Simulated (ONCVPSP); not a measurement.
**PBE ONCV dataset for vanadium (V), scalar-relativistic all-electron reference.**

ONCVPSP 4.0.1 input, shortened (lines: element, Z, core and valence counts, functional; n l f; lmax; l rc ep ncon nbas qcut; lloc lpopt rc5 dvloc0; l nproj debl; icmod fcfact rcfact), PBE, scalar-relativistic:

```
  V 23.00    5    2        4      upf
    1    0    2.00
    2    0    2.00
    2    1    6.00
    3    0    2.00
    3    1    6.00
    3    2    4.00
    4    0    1.00
    2
    0    2.35    0.00    4    8    2.90
    1    2.20    0.29    4    9    3.20
    2    2.05    0.00    3    7    7.70
    4    5    1.65    2.00
    0    1    3.60
    1    2    3.40
    2    1    2.10
    3    3.75    1.30
```

- Cutoffs needed: 22 Ha and 25 Ha (the cutoffs (Ha) at which the residual kinetic energy of the hardest occupied pseudo-wave falls to 1 and 0.1 mHa per electron) The cutoffs count occupied waves only; projector 2 of the p channel, the hardest unoccupied one, needs 72 Ha at the loose tolerance.
- Ghost test: no bound ghost flagged; GHOST(+) flagged for s at 12.4 eV, p at 128.3 eV
- Configuration tests: 1 of 4 tests not solved or not reliable
- rms error of d²Exc/dni dnj: 11.83 mHa without and 7.48 mHa with the model core
